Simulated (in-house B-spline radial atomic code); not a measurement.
Hg⁷⁺. Computed with a B-spline radial atomic code. Model: all-electron spherical atom, spin shells full or empty, radial basis limit, no spin-orbit coupling, Breit or QED, empty-state partial waves extrapolated as (l+1/2)^-4, RPA, G0W0 and static COHSEX of the highest shell as one setting changes (uncorrelated shells keep exact exchange).

Without the two-electron picture change, core correlation of heavy ions comes too large.

Given: element Hg; charge 7; filled core Xe; hamiltonian one-electron scalar X2C; mean-field start r2SCAN; highest l of empty states 9; nuclear rms radius 5.4648 fm; highest mean-field shell 5d up.

Shell: 4f 7 7, 5d 5 0 (electrons up and down).

```json
{"lowest nl shells left uncorrelated": "0", "RPA correlation energy (hartree)": "-6.5753", "G0W0 level (eV)": "-117.97", "G0W0 minus most complete (meV)": "0", "COHSEX level (eV)": "-120.68", "linearised minus solved G0W0 (meV)": "-11.8"}
{"lowest nl shells left uncorrelated": "1", "RPA correlation energy (hartree)": "-6.3355", "G0W0 level (eV)": "-117.97", "G0W0 minus most complete (meV)": "0.1", "COHSEX level (eV)": "-120.68", "linearised minus solved G0W0 (meV)": "-11.8"}
{"lowest nl shells left uncorrelated": "2", "RPA correlation energy (hartree)": "-6.1217", "G0W0 level (eV)": "-117.97", "G0W0 minus most complete (meV)": "1", "COHSEX level (eV)": "-120.68", "linearised minus solved G0W0 (meV)": "-11.8"}
{"lowest nl shells left uncorrelated": "3", "RPA correlation energy (hartree)": "-5.504", "G0W0 level (eV)": "-117.97", "G0W0 minus most complete (meV)": "2.8", "COHSEX level (eV)": "-120.69", "linearised minus solved G0W0 (meV)": "-11.8"}
{"lowest nl shells left uncorrelated": "4", "RPA correlation energy (hartree)": "-5.3044", "G0W0 level (eV)": "-117.97", "G0W0 minus most complete (meV)": "4.1", "COHSEX level (eV)": "-120.68", "linearised minus solved G0W0 (meV)": "-11.8"}
{"lowest nl shells left uncorrelated": "5", "RPA correlation energy (hartree)": "-4.6886", "G0W0 level (eV)": "-117.97", "G0W0 minus most complete (meV)": "8.7", "COHSEX level (eV)": "-120.68", "linearised minus solved G0W0 (meV)": "-11.8"}
{"lowest nl shells left uncorrelated": "6", "RPA correlation energy (hartree)": "-3.6678", "G0W0 level (eV)": "-117.95", "G0W0 minus most complete (meV)": "23.3", "COHSEX level (eV)": "-120.65", "linearised minus solved G0W0 (meV)": "-11.7"}
{"lowest nl shells left uncorrelated": "7", "RPA correlation energy (hartree)": "-3.4784", "G0W0 level (eV)": "-117.95", "G0W0 minus most complete (meV)": "20.8", "COHSEX level (eV)": "-120.65", "linearised minus solved G0W0 (meV)": "-11.7"}
{"lowest nl shells left uncorrelated": "8", "RPA correlation energy (hartree)": "?", "G0W0 level (eV)": "?", "G0W0 minus most complete (meV)": "?", "COHSEX level (eV)": "?", "linearised minus solved G0W0 (meV)": "?"}
{"lowest nl shells left uncorrelated": "9", "RPA correlation energy (hartree)": "?", "G0W0 level (eV)": "?", "G0W0 minus most complete (meV)": "?", "COHSEX level (eV)": "?", "linearised minus solved G0W0 (meV)": "?"}
{"lowest nl shells left uncorrelated": "10", "RPA correlation energy (hartree)": "-1.7456", "G0W0 level (eV)": "-118.11", "G0W0 minus most complete (meV)": "-139.3", "COHSEX level (eV)": "-120.78", "linearised minus solved G0W0 (meV)": "-12.2"}
{"lowest nl shells left uncorrelated": "11", "RPA correlation energy (hartree)": "-0.49714", "G0W0 level (eV)": "-117.84", "G0W0 minus most complete (meV)": "135.9", "COHSEX level (eV)": "-120.11", "linearised minus solved G0W0 (meV)": "-11.6"}
{"lowest nl shells left uncorrelated": "12", "RPA correlation energy (hartree)": "-0.13076", "G0W0 level (eV)": "-117.99", "G0W0 minus most complete (meV)": "-19.4", "COHSEX level (eV)": "-119.74", "linearised minus solved G0W0 (meV)": "-11.3"}
```

(1) What follows for lowest nl shells left uncorrelated = 8?

(2) What follows for lowest nl shells left uncorrelated = 9?

Answers

(1) RPA correlation energy -2.9118 hartree; G0W0 level -117.97 eV; G0W0 minus most complete 7.1 meV; COHSEX level -120.65 eV; linearised minus solved G0W0 -11.8 meV.

(2) RPA correlation energy -1.9405 hartree; G0W0 level -118.08 eV; G0W0 minus most complete -101.4 meV; COHSEX level -120.82 eV; linearised minus solved G0W0 -12.1 meV.
